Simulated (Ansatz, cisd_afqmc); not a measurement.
Species: CSi, charge 0, triplet. CSi (SMILES [Si]=[C], triplet).
B3LYP-D3(BJ)/def2-TZVP minimum from Ansatz (a quantum-chemistry and plane-wave program):
```xyz
2

Si     0.0000     0.0000    -0.5141
C      0.0000     0.0000     1.1995
```
Charge 0, spin multiplicity 3.

Total energies in cc-pV(D+d)Z, 8 correlated electrons, 6 frozen orbitals. UHF or UKS for unpaired electrons; spin-orbit terms are left out. Cores are frozen in correlated methods. No relativity. AFQMC/CISD: phaseless, guided by CISD from CCSD amplitudes; bars are statistical, one sigma. Outlying blocks are dropped, and bars are widened where a walk drifts. Over all cases where full CI ran beside it in this data, AFQMC minus full CI had a median of +0.1 mEh and passed +0.4 mEh in a tenth of the cases. The UHF reference of CSi ([C]=[Si], triplet) is spin-contaminated (<S^2> up to 0.53 over the pure value in the sets run).

```csv
method,program,energy (Eh),minus CCSDTQ (mEh)
HF,Ansatz,-326.62916,189.64
MP2,Ansatz,-326.75938,59.43
CCSD,Ansatz,-326.80557,13.23
CCSD(T),Ansatz,-326.81465,4.15
CCSDT(Q),Ansatz,-326.81885,-0.05
CCSDTQ,Ansatz,-326.81880,0.00
AFQMC/CISD,cisd_afqmc,-326.8151 ± 0.0004,3.7 ± 0.4
```

Rough core times of Ansatz's runs on a shared machine: CCSD(T) under 20 s, CCSDT(Q) 40 s, CCSDTQ 9 min.
